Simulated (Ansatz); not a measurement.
Two members of one family (Series GeCl2X2), computed with Ansatz in the gas phase. Binding counts from free atoms in the multiplicity of their measured ground term, without zero-point energy. The structures are stationary points that may keep the symmetry of their start.

First: Ge(iPr)2Cl2 (singlet, charge 0, PBE-D4/def2-SVP geometry).

```xyz
23

Ge   -0.435   -0.354    0.587
C     1.446    0.169    0.909
C     2.341   -0.487   -0.152
C     1.865   -0.164    2.343
H     1.447    1.273    0.768
H     2.061   -0.193   -1.185
H     2.289   -1.595   -0.089
H     3.402   -0.196   -0.001
H     2.910    0.162    2.531
H     1.211    0.336    3.085
H     1.811   -1.256    2.530
C    -1.239    0.002   -1.186
C    -1.114    1.496   -1.508
C    -2.680   -0.511   -1.240
H    -0.608   -0.587   -1.887
H    -0.060    1.843   -1.515
H    -1.668    2.113   -0.770
H    -1.541    1.715   -2.510
H    -3.115   -0.345   -2.248
H    -2.736   -1.595   -1.014
H    -3.319    0.020   -0.504
Cl   -1.686    0.667    2.077
Cl   -0.580   -2.511    0.979
```

| level | HOMO (eV) | LUMO (eV) | gap (eV) | binding per atom (eV) |
| --- | --- | --- | --- | --- |
| PBE-D4/def2-SVP | -6.46 | -0.88 | 5.58 | 4.06 |
| PBE0-D4/def2-SVP | -7.73 | 0.10 | 7.83 | 4.02 |

Second: GeCl2(NHtBu)2 (singlet, charge 0, PBE-D4/def2-SVP geometry).

```xyz
33

Ge   -0.221   -0.570   -0.395
Cl   -0.772   -1.994    1.191
Cl   -0.678   -1.647   -2.250
N     1.539   -0.065   -0.281
C     2.673   -0.935    0.136
C     2.597   -2.343   -0.490
C     3.955   -0.227   -0.337
C     2.682   -1.033    1.673
H     1.768    0.417   -1.160
H     3.485   -2.949   -0.219
H     1.698   -2.886   -0.133
H     2.541   -2.281   -1.596
H     3.986   -0.159   -1.447
H     4.855   -0.785   -0.010
H     4.012    0.800    0.078
H     1.756   -1.509    2.046
H     2.757   -0.021    2.121
H     3.543   -1.639    2.019
N    -1.129    1.007   -0.360
C    -2.575    1.221   -0.133
C    -2.880    1.251    1.380
C    -2.936    2.575   -0.772
C    -3.380    0.098   -0.804
H    -0.559    1.693    0.152
H    -3.957    1.439    1.571
H    -2.603    0.287    1.851
H    -2.304    2.058    1.880
H    -2.343    3.396   -0.318
H    -4.010    2.811   -0.623
H    -2.723    2.558   -1.859
H    -3.168   -0.886   -0.337
H    -3.146    0.026   -1.884
H    -4.464    0.294   -0.690
```

Problem. Estimate how these quantities change from the first to the second (second minus first).

Solution. 
| level | Δ HOMO (eV) | Δ LUMO (eV) | Δ gap (eV) | Δ binding per atom (eV) |
| --- | --- | --- | --- | --- |
| PBE-D4/def2-SVP | 0.87 | -0.55 | -1.42 | 0.05 |
| PBE0-D4/def2-SVP | 0.70 | -0.55 | -1.26 | 0.04 |
